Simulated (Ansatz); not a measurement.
Program: Ansatz. Geometries: PBE0-D4/def2-TZVP. ΔE: electronic, gas phase. CCSD(T)/CBS is the MP2 limit (def2-TZVPP, def2-QZVPP) plus CCSD(T) − MP2 in def2-TZVPP, frozen cores. This one scheme is used for every species. One conformer a species, not always the lowest.

Consider the hydrogenolysis of the Si–F bond: `O[Si](O)(F)N[SiH2]Cl` + H₂ → `O[SiH](O)N[SiH2]Cl` + H–F.

```
               species  CCSD/def2-TZVPP energy (Eh)
`O[Si](O)(F)N[SiH2]Cl`                  -1345.78926
                    H₂                     -1.17233
  `O[SiH](O)N[SiH2]Cl`                  -1246.56942
                   H–F                   -100.33828
```

Work out ΔE.

ΔE = (-1246.56942) + (-100.33828) − (-1345.78926) − (-1.17233) = 0.05389 Eh = +141.5 kJ/mol. CCSD(T)/CBS gives +140.9 kJ/mol.

Largest T1 diagnostic among the species: 0.011.

In def2-TZVPP, CCSD(T) changes the Hartree–Fock value by −8.5 kJ/mol (the triples alone add −0.3 kJ/mol) and MP2 by −6.7 kJ/mol.
